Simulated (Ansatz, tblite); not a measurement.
Forces on the cluster Cu₃O₄⁻ at its B3LYP-D4/def2-SVPD geometry. Charge -1, multiplicity 1.

The xTB rows come from tblite. The structure holds 1 bond(s) between oxygen atoms. At PBE-D4/def2-TZVPD the restricted singlet is unstable: a solution with broken spin symmetry lies lower. No other spin state of charge -1 was run. The geometry of the singlet was relaxed on an unsound state (restricted singlet, unstable towards broken spin symmetry at other levels and untested here). The structure comes from a short search, and lower isomers may exist.

GFN1-xTB (tblite), largest force 2.46 eV/Å:

```xyz
7
positions Å, forces eV/Å
Cu    1.740   -0.181    0.015   -1.200    0.125   -0.007
Cu   -0.451   -1.258    0.574    1.033    1.263   -0.586
Cu   -0.173    1.323   -0.582    0.742   -1.445    0.611
O    -1.930    0.829   -0.297    0.240    2.239   -1.001
O     1.264   -1.769    0.745   -0.332   -0.380    0.171
O    -2.064   -0.416    0.260   -0.239   -2.240    0.997
O     1.613    1.472   -0.716   -0.243    0.439   -0.186
```

GFN2-xTB (tblite), largest force 1.93 eV/Å:

```
Cu -0.685 0.072 0.000
Cu 0.227 0.806 -0.355
Cu 0.051 -0.834 0.364
O 0.727 1.620 -0.744
O -0.239 1.010 -0.453
O 0.368 -1.734 0.751
O -0.449 -0.941 0.437
```

PBE-D4/def2-TZVPD (Ansatz), largest force 0.93 eV/Å:

```
Cu -0.332 0.035 0.002
Cu 0.112 0.263 -0.112
Cu 0.055 -0.282 0.116
O 0.178 0.830 -0.374
O -0.008 -0.024 0.002
O -0.002 -0.848 0.374
O -0.003 0.026 -0.009
```
